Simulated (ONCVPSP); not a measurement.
## u(r) = r·R(r): atom against pseudo-atom (technetium)

Columns: radius, all-electron u(r) and pseudo u(r) of the 4s shell (level -99.51 eV) of technetium in the configuration [Ar] 3d10 4s2 4p6 4d4; PBE, non-relativistic, ONCV scheme, ONCVPSP 4.0.1.

| r (bohr) | all-electron | pseudo |
| --- | --- | --- |
| 0.095 | 0.3832 | 0.1498 |
| 0.190 | -0.0693 | 0.2969 |
| 0.285 | -0.5704 | 0.4387 |
| 0.380 | -0.5315 | 0.5718 |
| 0.475 | -0.1650 | 0.6926 |
| 0.570 | 0.2770 | 0.7972 |
| 0.665 | 0.6542 | 0.8818 |
| 0.760 | 0.9182 | 0.9432 |
| 0.855 | 1.0684 | 0.9791 |
| 0.950 | 1.1234 | 0.9885 |
| 1.045 | 1.1083 | 0.9724 |
| 1.140 | 1.0468 | 0.9333 |
| 1.235 | 0.9581 | 0.8751 |
| 1.330 | 0.8566 | 0.8026 |
| 1.425 | 0.7520 | 0.7211 |
| 1.520 | 0.6509 | 0.6357 |
| 1.615 | 0.5570 | 0.5510 |
| 1.710 | 0.4722 | 0.4705 |
| 1.805 | 0.3972 | 0.3970 |
| 1.900 | 0.3319 | 0.3319 |
| 1.995 | 0.2759 | 0.2759 |
| 2.090 | 0.2282 | 0.2282 |
| 2.185 | 0.1880 | 0.1880 |
| 2.280 | 0.1543 | 0.1543 |
| 2.375 | 0.1263 | 0.1263 |
| 2.470 | 0.1030 | 0.1030 |

(1) How many radial nodes do the two functions have?

(2) At about which radius was the pseudo-wave matched?

(3) Is the pseudo-wave norm-conserving?

## Answers

(1) The all-electron 4s function has n − l − 1 = 3 (the table is too coarse to show those close to the nucleus); the pseudo-wave has 0, since the states of the same l below it are removed with the core.

(2) 1.90 bohr, where the columns begin to agree (steps of 0.10 bohr).

(3) Yes: the ONCV scheme keeps the norm inside the radius equal to the all-electron one, which fixes the energy derivative of the logarithmic derivative at the level.
